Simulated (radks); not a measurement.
The numbers below are computed, except where a source is named.
Task: All-electron atom: neutral scandium in [Ar] 3d1 4s2. Code: a radial shooting solver on a logarithmic mesh with Libxc functionals. Model: Dirac Kohn-Sham, PBEsol, spin-unpolarised, spherical densities, finite nucleus; open shells are shared between the two j in proportion to 2j + 1; Fermi nuclear charge, rms radius 3.5459 fm.

Spin-orbit splittings of the eigenvalues, e(l+1/2) - e(l-1/2), with zeta = 2 splitting/(2l+1) and mean radii in bohr:

| shell | occ. | splitting (eV) | zeta (eV) | <r> j=l-1/2 | <r> j=l+1/2 |
|---|---|---|---|---|---|
| 2p | 6 | 4.633 | 3.089 | 0.3061 | 0.3087 |
| 3p | 6 | 0.5111 | 0.3407 | 1.164 | 1.172 |
| 3d | 1 | ? | ? | 1.863 | 1.870 |

Estimate the 3d splitting.

Result: 0.03032 eV (zeta = 0.01213 eV).
